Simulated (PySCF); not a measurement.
SMILES C[O][In]([GeH3])[GeH3] (CH9Ge2InO), singlet, PBE0/def2-SVP optimised geometry.

```
14

In    -0.18    -0.23     0.00
Ge    -2.10    -1.99     0.00
H     -3.00    -1.81    -1.23
H     -1.55    -3.43    -0.01
H     -2.98    -1.83     1.26
Ge     2.45    -0.23     0.00
H      3.00     0.50    -1.24
H      3.00     0.48     1.25
H      3.00    -1.67    -0.01
O     -0.97     1.62     0.00
C     -0.28     2.82     0.00
H     -0.54     3.43    -0.88
H     -0.54     3.43     0.90
H      0.83     2.71     0.00
```

Density from PBE0/def2-TZVP, def2 effective core potentials past Kr run with PySCF 2.14.0 at that geometry. The core electrons that the potentials of In replace are not part of the density.

Minimum of the electron density along straight lines between bonded atoms, close to the bond critical point (lines longer than 1.1 times the sum of covalent radii, or with two minima, are not listed):

```
bond     length / Å  ρ at the minimum / e bohr⁻³  ∇²ρ there / e bohr⁻⁵  position (fraction from the first atom)
-------  ----------  ---------------------------  --------------------  ---------------------------------------
In1–Ge2       2.610                        0.067                 -0.01                                     0.50
Ge2–H3        1.541                        0.131                  0.06                                     0.59
Ge2–H4        1.542                        0.131                  0.06                                     0.59
Ge2–H5        1.541                        0.131                  0.06                                     0.59
In1–Ge6       2.623                        0.066                 -0.01                                     0.50
Ge6–H7        1.542                        0.130                  0.06                                     0.59
Ge6–H8        1.542                        0.130                  0.06                                     0.59
Ge6–H9        1.542                        0.131                  0.06                                     0.59
In1–O10       2.013                        0.106                  0.48                                     0.52
O10–C11       1.388                        0.277                 -0.63                                     0.65
C11–H12       1.108                        0.274                 -0.93                                     0.64
C11–H13       1.108                        0.274                 -0.93                                     0.64
C11–H14       1.111                        0.270                 -0.91                                     0.64
```
